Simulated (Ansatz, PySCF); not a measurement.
H₂MoOS₃, SMILES [Mo](=[S])([OH])(=[S])[SH], multiplicity 1.

Geometry optimised at B3LYP-D3(BJ)/def2-SVP. The spin state was assumed, not searched. The def2 effective core potentials stand for the cores of Mo; spin–orbit coupling is left out. Other conformers were not sampled.

Vertical ionisation energy (IE) and electron affinity (EA) in eV. Rows of orbital energies are one-electron estimates. Where ΔSCF, EOM or ADC give a negative EA the extra electron is unbound and the value depends on the basis.

| level | IE | EA |
|---|---|---|
| −ε(HOMO), −ε(LUMO), CAM-B3LYP/def2-TZVP (PySCF) | 8.67 | 2.51 |
| −ε(HOMO), −ε(LUMO), PBE/def2-TZVP (PySCF) | 6.38 | 4.11 |
| ΔSCF, CAM-B3LYP/def2-SVPD (Ansatz), final states of multiplicity 2 and 2 | … | … |
| ΔSCF, PBE/def2-SVPD (Ansatz), final states of multiplicity 2 and 2 | 9.12 | 1.67 |

**Question.** What belongs in the gaps? (The exact figures need the calculation; the answer reports its results.)

**Answer.** 
- ΔSCF, CAM-B3LYP/def2-SVPD (Ansatz, a program for electronic structure), final states of multiplicity 2 and 2, IE: 9.38
- ΔSCF, CAM-B3LYP/def2-SVPD (Ansatz), final states of multiplicity 2 and 2, EA: 2.21

**Question.** What vertical singlet–triplet gap does ΔSCF give with CAM-B3LYP/def2-SVPD (Ansatz) and with PBE/def2-SVPD (Ansatz)? (An estimate is asked for; the answer gives what the named calculation found.)

**Answer.** 1.84 and 2.22 eV (triplet above singlet where positive).
